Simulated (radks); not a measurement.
Values are calculated unless marked as measured or tabulated.
Ionisation of Sb, [Kr] 4d10 5s2 5p3, to Sb+, [Kr] 4d10 5s2 5p2, under several functionals. Scalar-relativistic Kohn-Sham, spin-polarised, spherical densities, finite nucleus; open shells are filled with parallel spins first (spin-orbit coupling, left out, can overturn this in heavy ions); a radial shooting solver on a logarithmic mesh with Libxc functionals.

| functional | E(Sb) (hartree) | Exc (hartree) | IE (eV) | -e(HOMO) (eV) | <r> HOMO (bohr) | IE error (eV) |
|---|---|---|---|---|---|---|
| PBEsol | -6478.49949 | -167.31833 | 8.985 | 5.472 | 2.868 | +0.377 |
| r2SCAN | -6482.21510 | -170.76548 | 9.315 | 5.827 | 2.852 | +0.707 |
| LDA (Slater exchange, Perdew-Wang correlation) | -6475.82886 | -164.62562 | 9.044 | 5.520 | 2.869 | +0.436 |
| HCTH/407 | -6485.42366 | -174.49657 | 9.133 | 5.611 | 2.819 | +0.524 |
| BP86 | -6482.47360 | -171.32565 | 9.046 | 5.529 | 2.869 | +0.438 |
| revPBE | -6481.56347 | -170.41439 | 8.942 | 5.443 | 2.874 | +0.334 |
| PBE | -6481.32141 | -170.16648 | 8.968 | 5.467 | 2.877 | +0.359 |
| RPBE | -6481.65800 | -170.51005 | 8.945 | 5.449 | 2.877 | +0.337 |
| exchange-only PBE | -6478.62852 | -167.42429 | 8.326 | 4.896 | 2.943 | -0.282 |

NIST Atomic Spectra Database: 8.608 eV (measured). Closest: exchange-only PBE. The Delta-SCF values span 0.99 eV, the total energies 9.59 hartree. The highest occupied level is 5p. Open shells are spherical and high-spin; term and fine-structure splittings are not resolved. Spin-orbit splitting is averaged out at the scalar-relativistic level.
